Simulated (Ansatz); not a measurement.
Species: GeO2, net charge 0, singlet state. SMILES: [O]=[Ge]=[O]
Coordinates optimised at B3LYP-D3(BJ)/def2-TZVP (Ansatz, a first-principles code):
```xyz
3

Ge     0.0000     0.0000     0.0000
O      0.0000     0.0000     1.6240
O      0.0000     0.0000    -1.6240
```

Computed values are from Ansatz. Cores are frozen in the correlated levels unless marked. Open shells are spin-unrestricted. No spin-orbit coupling. The frozen core is the preceding noble-gas configuration, with the filled d and f shells of earlier blocks. No relativistic terms. Basis-set limits of correlation are two-point, X^-3; Hartree-Fock from the larger set. The bracket is a focal-point correction in the basis named.

The T1 diagnostic of CCSD in the largest basis is 0.027, which is high, so the coupled-cluster rows are less sure than usual.

Q: What is the atomisation energy De at CCSD(T)/CBS(aug-cc-pVTZ,aug-cc-pVQZ)?

A: 236.7 kcal/mol.

Q: What is the total energy at CCSD(T)/CBS(aug-cc-pVTZ,aug-cc-pVQZ)?

A: -2225.8193 Eh.

Q: What is the vertical electron affinity (to the doublet; negative means unbound) at RI-MP2/CBS(aug-cc-pVTZ,aug-cc-pVQZ)+[CCSD(T)-MP2]/aug-cc-pVTZ?

A: 1.22 eV.

Q: What is the dipole moment at CCSD(T)/aug-cc-pVDZ?

A: 0.00 D.
